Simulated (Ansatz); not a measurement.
Gas-phase electronic energies from Ansatz, PBE0-D4/def2-TZVP geometries. CCSD(T)/CBS is the MP2 limit (def2-TZVPP, def2-QZVPP) plus CCSD(T) − MP2 in def2-TZVPP, frozen cores. This one scheme is used for every species. Functionals use def2-TZVPP. def2 core potentials past Kr. For I outer-core shells are correlated without core-valence functions, which leaves a few kJ/mol of doubt a bond.

Reaction (cleavage of the Si–B bond): `B[SiH2]F` + HI → `F[SiH2]I` + BH₃

`B[SiH2]F`:

Cartesian coordinates in Å:
```
B -0.129 -0.307 -1.157
Si 0.086 0.201 0.765
F 0.988 -0.829 1.606
H 0.361 -1.277 -1.652
H -0.790 0.404 -1.857
H -1.247 0.266 1.428
H 0.731 1.541 0.867
```

HI:

```xyz
2

I    -0.023    0.262    0.761
H     0.023   -0.262   -0.761
```

`F[SiH2]I`:

Cartesian coordinates in Å:
```
F 0.413 0.880 -1.310
Si 0.148 0.106 0.057
I -1.719 -1.409 -0.229
H -0.196 1.100 1.094
H 1.355 -0.678 0.388
```

BH₃:

Cartesian coordinates in Å:
```
B 0.000 0.000 0.000
H -1.128 0.237 -0.309
H 0.859 0.003 -0.829
H 0.269 -0.240 1.138
```

CCSD(T)/CBS gives -108.2 kJ/mol.

(1) Another level gave -104.6 kJ/mol. Which?
A. BLYP-D4/def2-TZVPP
B. HF/def2-TZVPP
C. PBE/def2-TZVPP
D. r2SCANh-D4/def2-TZVPP

(2) What do rigid-rotor, harmonic-oscillator terms from PBE0-D4/def2-TZVP frequencies (298.15 K, 1 bar) make of the CCSD(T)/CBS value? (Estimate.)

Largest T1 diagnostic among the species: 0.012.

Answers

(1) D. r2SCANh-D4 -104.6, BLYP-D4 -97.9, HF/def2-TZVPP -111.8, PBE -93.2 kJ/mol.

(2) The calculation gave: ΔZPE = +6.4 kJ/mol, ΔH = -102.5 kJ/mol, ΔS = -6 J/(mol·K), ΔG = -100.6 kJ/mol.

The D4 term adds −3.3 kJ/mol with B3LYP and −1.6 kJ/mol with PBE0; it sums over pairs of atoms, weighted by their polarisabilities, and B3LYP, whose exchange is more repulsive, gets the larger term. From BLYP to BHLYP (50 % exact exchange), in def2-TZVPP and without D4, ΔE moves by −10.6 kJ/mol. At CCSD(T), def2-SVP lies +17.5 kJ/mol from the extrapolated value and def2-TZVPP +7.8 kJ/mol.

B3LYP here is the variant with VWN-RPA as its local correlation; programs differ in this.
